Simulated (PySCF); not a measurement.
**Bond energies at PBE0/def2-SVP beside a composite method**

PySCF, lowest determinants of a PBE0 search. The composite is CCSD(T) extrapolated to the basis-set limit from two correlation-consistent sets, with core-valence (CV) and scalar-relativistic (SR) terms as its label shows; it has no spin–orbit coupling and nothing beyond (T).

```tsv
species	state (unpaired electrons)	De PBE0 (eV)	De composite (eV)	composite	dissociates to
CaO	singlet (closed shell)	4.11	4.09	CCSD(T)/CBS(DT)+CV	Ca + O
NaH	singlet (closed shell)	1.75	1.96	CCSD(T)/CBS(TQ)+SR	Na + H
GaF	singlet (closed shell)	5.93	6.13	CCSD(T)/CBS(DT)+CV	Ga + F
IF	singlet (closed shell)	2.59	2.98	CCSD(T)/CBS(TQ)+CV	I + F
SrCl	doublet (σ ↑)	4.40	4.19	CCSD(T)/CBS(DT)	Sr + Cl
InI	singlet (closed shell)	3.64	3.61	CCSD(T)/CBS(DT)	In + I
CH	doublet (π ↑)	3.56	3.65	CCSD(T)/CBS(TQ)+CV+SR	H + C
GaS	doublet (σ ↑)	3.70	3.61	CCSD(T)/CBS(DT)	Ga + S
```

Problem. Does PBE0 bind more or less than the composite, by how much on average, and where is the difference largest?

Solution. PBE0/def2-SVP binds less on average, method and basis taken together: the mean signed difference is -0.07 eV and the mean absolute one 0.16 eV; it is largest for IF (-0.39 eV).

The molecules are drawn from runs that passed checks on state, spin purity and fit, so the hardest cases are missing and the errors look smaller than over all diatomics.

Correlated steps freeze the inner cores (1 to 19 orbitals); shallow outer-core shells are correlated. These are scalar-relativistic numbers at best; spin–orbit coupling would shift them, the dissociation energy most. Where the molecule has an RHF reference, its open-shell atoms are computed with UHF. The CCSD T1 diagnostic is raised in CaO, a sign that a single reference may not be enough there. States were picked by a PBE0 search and need not be the measured ground states.
